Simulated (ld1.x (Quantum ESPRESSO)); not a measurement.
**Cd (Z = 48): one change to a TM potential, before and after**

| Property | Result |
| --- | --- |
| Element | Cd |
| Generator | ld1.x (Quantum ESPRESSO) 7.5 |
| Type | norm-conserving Troullier–Martins (Kleinman–Bylander form) |
| Functional | PBEsol |
| Relativity | fully relativistic |
| Frozen core | [Kr] |
| Valence charge | 12 |
| Reference configuration | 4d10 5s1.75 5p0.25 |
| Partial waves | 5s (bound): rc 2.40 bohr; 4d (bound): rc 1.75 bohr; 5p (bound): rc 2.25 bohr |
| Local potential | the p channel |
| Core correction | none |

Open shells are filled in proportion to 2j + 1 (rel_dist='average').

All-electron outer shells of the reference configuration (PBEsol, scalar-relativistic, ld1.x):

```tsv
shell	level (eV)	outermost node (bohr)	outermost maximum (bohr)
4s	-106.34	0.43	0.79
4p	-67.43	0.43	0.84
4d	-12.25	0.42	0.98
5s	-6.05	1.06	2.32
5p	-1.41	1.20	3.25
```

Change: wave 5p (bound): rc 2.25 bohr becomes 5p (bound): rc 1.68 bohr.

Cutoffs: the cutoffs (Ry, on a coarse ladder) from which the occupation-weighted sum of valence levels, in a spherical-Bessel basis at the reference potential, stays within 10 and 1 mRy of its value at 400 Ry; they do not see the model core or the augmentation charge, which bear on the density cutoff. Errors are all-electron minus pseudo energies relative to the spin-unpolarised reference configuration.

Problem. How do hardness, ghosts and transferability respond?

Solution. The potential gets neither clearly harder nor softer (70 Ry and 110 Ry → 70 Ry and 100 Ry); both files keep a bound ghost (s); of the 7 tests that both files solve, the error grows in 5 and shrinks in 2 by more than 15 % and 0.3 meV (median size 5.1 → 26.2 meV); the range in which the s phases agree widens (upper end -0.2 → 3.0). In the base the local p channel has no projectors, so it cannot carry the spin–orbit splitting, and the file is wrong for that shell. In the changed file the local p channel has no projectors, so it cannot carry the spin–orbit splitting, and the file is wrong for that shell.

| quantity | base | changed |
| --- | --- | --- |
| cutoff, loose | 70 Ry | 70 Ry |
| cutoff, tight | 110 Ry | 100 Ry |
| loose cutoff by channel (10 mRy a level) | s 6 Ry, d 55 Ry, p 6 Ry | s 12 Ry, d 55 Ry, p 25 Ry |
| bound ghosts | s | s |
| largest miss of a reference level, eV | 0.13 | 0.15 |
| error for 4d10 5s2 5p0, meV [ΔE -1.15 eV] | +1.9 | +5.1 |
| error for 4d10 5s1 5p0, meV [ΔE 8.16 eV] | +20 | +13 |
| error for 4d10 5s0 5p0, meV [ΔE 25.26 eV] | +0.4 | +26 |
| error for 4d10 5s1.5 5p0, meV [ΔE 2.58 eV] | +5.0 | +8.9 |
| error for 4d10 5s0 5p2, meV [ΔE 8.60 eV] | -12 | -67 |
| error for 4d10 5s0 5p1, meV [ΔE 14.00 eV] | -5.1 | -33 |
| error for 4d9 5s2 5p0, meV [ΔE 16.83 eV] | +587 | -142 |
| s: phases at 2.61 bohr within 0.05 rad from the reference energy up to (Ry; the scan ends near 5) | -0.2 | 3.0 |
| p1/2: phases at 2.61 bohr within 0.05 rad from the reference energy up to (Ry; the scan ends near 5) | n/a | n/a |
| p3/2: phases at 2.61 bohr within 0.05 rad from the reference energy up to (Ry; the scan ends near 5) | 0.0 | 0.1 |
| d3/2: phases at 2.61 bohr within 0.05 rad from the reference energy up to (Ry; the scan ends near 5) | 0.4 | 0.7 |
| d5/2: phases at 2.61 bohr within 0.05 rad from the reference energy up to (Ry; the scan ends near 5) | 0.4 | 0.8 |

 A true bound ghost makes a file unfit for plane-wave use even where its test errors are small: the radial tests pick states by their node count and pass the ghost by.
